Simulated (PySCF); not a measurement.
**Fractional electron number in P²⁺ (phosphorus, charge +2)**

The 3p alpha orbital of [Ne] 3s2 3p1 is emptied in steps (occupation f), with all orbitals relaxed, ending at [Ne] 3s2. Computed with PySCF 2.14 in aug-cc-pVTZ-DK (6s5p3d2f, 50 functions), with scalar relativity by spin-free X2C-1e. The exact energy is a straight line in f; departures are measured from the line between the end points of the same method.

```tsv
f	UHF (eV)	LDA (eV)	PBE (eV)	PBE0 (eV)	r2SCAN (eV)	LC-wPBE (eV)	BHandHLYP (eV)	wB97X (eV)	BLYP (eV)	r2SCAN0 (eV)
1	0.000	0.000	0.000	0.000	0.000	0.000	0.000	0.000	0.000	0.000
0.9	0.035	-0.487	-0.476	-0.350	-0.445	-0.091	-0.231	-0.122	-0.483	-0.329
0.7	0.081	-1.136	-1.107	-0.812	-1.030	-0.207	-0.536	-0.280	-1.125	-0.759
0.5	0.095	-1.352	-1.312	-0.960	-1.214	-0.238	-0.634	-0.326	-1.335	-0.893
0.3	0.079	-1.133	-1.094	-0.799	-1.006	-0.192	-0.528	-0.268	-1.115	-0.739
0.1	0.034	-0.483	-0.464	-0.338	-0.424	-0.077	-0.224	-0.113	-0.473	-0.310
0	0.000	0.000	0.000	0.000	0.000	0.000	0.000	0.000	0.000	0.000
```

**Question.** For LDA, how does the orbital energy at f = 1 compare with the removal energy?

**Answer.** −ε = 24.787 eV against a total-energy difference of 30.190 eV. By Janak's theorem ε = ∂E/∂f, so the gap between them reflects the curvature. Along the path −ε is 25.862 (f = 0.9), 28.026 (f = 0.7), 30.200 (f = 0.5), 32.367 (f = 0.3), 34.500 (f = 0.1) eV.

| method | E(f=0) − E(f=1) (eV) | −ε at f=1 (eV) | −ε at f=0.5 (eV) |
| --- | --- | --- | --- |
| UHF | 29.566 | 29.956 | 29.562 |
| LDA | 30.190 | 24.787 | 30.200 |
| PBE | 30.225 | 24.938 | 30.263 |
| PBE0 | 30.247 | 26.353 | 30.286 |
| r2SCAN | 30.356 | 25.389 | 30.424 |
| LC-wPBE | 30.415 | 29.394 | 30.460 |
| BHandHLYP | 30.131 | 27.562 | 30.153 |
| wB97X | 30.121 | 28.758 | 30.157 |
| BLYP | 30.111 | 24.742 | 30.141 |
| r2SCAN0 | 30.343 | 26.674 | 30.400 |

Reference removal energy between the ground levels: 30.203 eV (measured; NIST Atomic Spectra Database, ionization energies). The calculation has no spin-orbit coupling. UHF lacks correlation.
